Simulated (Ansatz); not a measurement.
`CC(C)(C)C` and `BC(C)(C)C` differ in one atom or group.

Ansatz, PBE0-D4/def2-TZVP geometries, multiplicity 1. 

```tsv
property	`CC(C)(C)C`
HOMO–LUMO gap (ωB97M-V/def2-TZVPP) / eV	13.70
HOMO–LUMO gap (PBE/def2-TZVPP) / eV	7.85
HOMO–LUMO gap (PBE0/def2-TZVPP) / eV	9.98
size of the dipole moment (PBE/def2-TZVPP) / D	0.00
LUMO energy (PBE/def2-TZVPP) / eV	0.21
LUMO energy (B3LYP/def2-TZVPP) / eV	0.66
```

**Question.** What does the change do to each property? (An estimate is asked.)

**Answer.** The calculation gave: 
```csv
property,`BC(C)(C)C`,shift
HOMO–LUMO gap (ωB97M-V/def2-TZVPP) / eV,11.12,-2.58
HOMO–LUMO gap (PBE/def2-TZVPP) / eV,4.64,-3.21
HOMO–LUMO gap (PBE0/def2-TZVPP) / eV,6.97,-3.01
size of the dipole moment (PBE/def2-TZVPP) / D,0.76,0.76
LUMO energy (PBE/def2-TZVPP) / eV,-2.17,-2.38
LUMO energy (B3LYP/def2-TZVPP) / eV,-1.38,-2.04
```

With PBE0 the HOMO rises by 0.88 eV and the LUMO falls by 2.13 eV, so the gap narrows by about 3.01 eV. PBE moves the HOMO by 0.83 eV and ωB97M-V by 0.90 eV.

B3LYP here is the variant with VWN-RPA as its local correlation; programs differ in this.
